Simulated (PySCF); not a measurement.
C2H5NO3Si (SMILES C[Si](O)(O)N=C=O), singlet, at a GFN2-xTB geometry; PySCF with HF/6-31+G*, polarisability.

Here is a job for PySCF.
```python
from pyscf import gto, scf
from pyscf.prop import polarizability

mol = gto.M(
    atom='''
C    -0.90247314   -0.34889761    1.89044519
Si   -0.48892183   -0.56522098    0.06021466
O    -1.78967066   -0.14733530   -0.80070846
O    -0.07183065   -2.06686058   -0.40164561
N     0.87544732    0.43722125   -0.34255973
C     1.43814126    1.48232179   -0.34402447
O     2.06715410    2.45183733   -0.39184317
H    -1.31394592    0.63626896    2.08102498
H    -1.63673973   -1.07963379    2.21389289
H    -0.02086145   -0.46328822    2.51410112
H    -1.90413264   -0.47381822   -1.69029107
H     0.73322330   -2.46866042   -0.08876151
''',
    basis='6-31+g*',
    verbose=4,
)

mf = scf.RHF(mol)
mf.kernel()
alpha = mf.Polarizability().polarizability()[2, 2]
print('alpha_zz =', alpha)
```

The log (banner, timings and long lists left out):

```
site-packages/pyscf/prop/efg/rhf.py:45: UserWarning: Module EFG is under testing
  warnings.warn('Module EFG is under testing')
site-packages/pyscf/prop/efg/dhf.py:30: UserWarning: Module EFG is under testing
  warnings.warn('Module EFG is under testing')
site-packages/pyscf/prop/zfs/uhf.py:40: UserWarning: Module ZFS is under testing
  warnings.warn('Module ZFS is under testing')
site-packages/pyscf/prop/gtensor/uhf.py:43: UserWarning: Module g-tensor is under testing
  warnings.warn('Module g-tensor is under testing')
site-packages/pyscf/prop/gtensor/uks.py:41: UserWarning: Module g-tensor is under testing
  warnings.warn('Module g-tensor is under testing')
site-packages/pyscf/prop/hfc/uks.py:35: UserWarning: Module HFC is under testing
  warnings.warn('Module HFC is under testing')
site-packages/pyscf/prop/magnetizability/rhf.py:39: UserWarning: Module magnetizability is under testing
  warnings.warn('Module magnetizability is under testing')
site-packages/pyscf/prop/magnetizability/uhf.py:37: UserWarning: Module magnetizability is under testing
  warnings.warn('Module magnetizability is under testing')
site-packages/pyscf/prop/magnetizability/rks.py:37: UserWarning: Module magnetizability is under testing
  warnings.warn('Module magnetizability is under testing')
site-packages/pyscf/prop/magnetizability/uks.py:39: UserWarning: Module magnetizability is under testing
  warnings.warn('Module magnetizability is under testing')
site-packages/pyscf/prop/polarizability/uhf.py:34: UserWarning: Module polarizability is under testing
  warnings.warn('Module polarizability is under testing')
site-packages/pyscf/prop/polarizability/rks.py:29: UserWarning: Module polarizability is under testing
  warnings.warn('Module polarizability is under testing')
site-packages/pyscf/prop/polarizability/uks.py:29: UserWarning: Module polarizability is under testing
  warnings.warn('Module polarizability is under testing')
PySCF version 2.14.0

[INPUT] verbose = 4
[INPUT] num. atoms = 12
[INPUT] num. electrons = 62
[INPUT] charge = 0
[INPUT] spin (= nelec alpha-beta = 2S) = 0
[INPUT] symmetry False subgroup None
[INPUT] Mole.unit = angstrom
[INPUT] Symbol           X                Y                Z      unit          X                Y                Z       unit  Magmom
[INPUT]  1 C     -0.902473140000  -0.348897610000   1.890445190000 AA   -1.705427069376  -0.659320928415   3.572423662601 Bohr   0.0
[INPUT]  2 Si    -0.488921830000  -0.565220980000   0.060214660000 AA   -0.923928355021  -1.068112852058   0.113789216084 Bohr   0.0
[INPUT]  3 O     -1.789670660000  -0.147335300000  -0.800708460000 AA   -3.381987400570  -0.278423365481  -1.513119695022 Bohr   0.0
[INPUT]  4 O     -0.071830650000  -2.066860580000  -0.401645610000 AA   -0.135740255849  -3.905800433860  -0.759000202034 Bohr   0.0
[INPUT]  5 N      0.875447320000   0.437221250000  -0.342559730000 AA    1.654355671284   0.826228418340  -0.647344071005 Bohr   0.0
[INPUT]  6 C      1.438141260000   1.482321790000  -0.344024470000 AA    2.717693109837   2.801182211575  -0.650112028449 Bohr   0.0
[INPUT]  7 O      2.067154100000   2.451837330000  -0.391843170000 AA    3.906355106272   4.633301055685  -0.740476275081 Bohr   0.0
[INPUT]  8 H     -1.313945920000   0.636268960000   2.081024980000 AA   -2.482997931290   1.202374075962   3.932567270578 Bohr   0.0
[INPUT]  9 H     -1.636739730000  -1.079633790000   2.213892890000 AA   -3.092989826895  -2.040212177926   4.183651231222 Bohr   0.0
[INPUT] 10 H     -0.020861450000  -0.463288220000   2.514101120000 AA   -0.039422427061  -0.875487852537   4.750962566262 Bohr   0.0
[INPUT] 11 H     -1.904132640000  -0.473818220000  -1.690291070000 AA   -3.598289194445  -0.895386668629  -3.194187193098 Bohr   0.0
[INPUT] 12 H      0.733223300000  -2.468660420000  -0.088761510000 AA    1.385591225150  -4.665092088354  -0.167734944303 Bohr   0.0

nuclear repulsion = 369.183157869208
number of shells = 68
number of NR pGTOs = 261
number of NR cGTOs = 140
basis = 6-31+g*
ecp = {}

******** <class 'pyscf.scf.hf.RHF'> ********
method = RHF
initial guess = minao
damping factor = 0
level_shift factor = 0
DIIS = <class 'pyscf.scf.diis.CDIIS'>
diis_start_cycle = 1
diis_space = 8
diis_damp = 0
SCF conv_tol = 1e-09
SCF conv_tol_grad = None
SCF max_cycles = 50
direct_scf = True
direct_scf_tol = 1e-13
Set gradient conv threshold to 3.16228e-05
Initial guess from minao.
init E= -648.041213960189
  HOMO = -0.335529265394868  LUMO = 0.01873311581457  gap/eV = 9.63997
cycle= 1 E= -646.60976007194  delta_E= 1.43  |g|= 0.874  |ddm|= 3.92
  HOMO = -0.440905748663136  LUMO = 0.0372426760670543  gap/eV = 13.01108
cycle= 2 E= -646.719906413558  delta_E= -0.11  |g|= 0.545  |ddm|=  1.6
  HOMO = -0.443343433266608  LUMO = 0.0444708487321277  gap/eV = 13.27410
cycle= 3 E= -646.774734824247  delta_E= -0.0548  |g|= 0.0893  |ddm|= 0.488
  HOMO = -0.441157905249643  LUMO = 0.0454447188322957  gap/eV = 13.24113
cycle= 4 E= -646.776522960362  delta_E= -0.00179  |g|= 0.0366  |ddm|= 0.146
  HOMO = -0.440545554319009  LUMO = 0.0460357605515731  gap/eV = 13.24055
cycle= 5 E= -646.776828606565  delta_E= -0.000306  |g|= 0.00703  |ddm|= 0.0503
  HOMO = -0.442011050075815  LUMO = 0.0458272919506029  gap/eV = 13.27476
cycle= 6 E= -646.776843805558  delta_E= -1.52e-05  |g|= 0.00136  |ddm|= 0.0138
  HOMO = -0.441747613756557  LUMO = 0.0458521889983374  gap/eV = 13.26827
cycle= 7 E= -646.776844844993  delta_E= -1.04e-06  |g|= 0.000472  |ddm|= 0.00484
  HOMO = -0.441822017588478  LUMO = 0.0458555647097998  gap/eV = 13.27038
cycle= 8 E= -646.776844955019  delta_E= -1.1e-07  |g|= 0.000189  |ddm|= 0.00117
  HOMO = -0.441817389737056  LUMO = 0.045856472220696  gap/eV = 13.27028
cycle= 9 E= -646.776844980161  delta_E= -2.51e-08  |g|= 8.79e-05  |ddm|= 0.00042
  HOMO = -0.441812575544134  LUMO = 0.0458566896419708  gap/eV = 13.27016
cycle= 10 E= -646.776844987695  delta_E= -7.53e-09  |g|= 3.65e-05  |ddm|= 0.00024
  HOMO = -0.441812983044213  LUMO = 0.0458573206516166  gap/eV = 13.27018
cycle= 11 E= -646.776844989306  delta_E= -1.61e-09  |g|= 1.25e-05  |ddm|= 0.000126
  HOMO = -0.441813593288569  LUMO = 0.0458570744597213  gap/eV = 13.27019
cycle= 12 E= -646.776844989478  delta_E= -1.72e-10  |g|= 3.59e-06  |ddm|= 4.81e-05
  HOMO = -0.441813337635042  LUMO = 0.045857093955139  gap/eV = 13.27019
Extra cycle  E= -646.776844989488  delta_E= -9.55e-12  |g|= 1.78e-06  |ddm|= 8.6e-06
converged SCF energy = -646.776844989488
Isotropic polarizability 52.5245102856
Polarizability anisotropy 11.6815180673
alpha_zz = 46.25423306950712
```
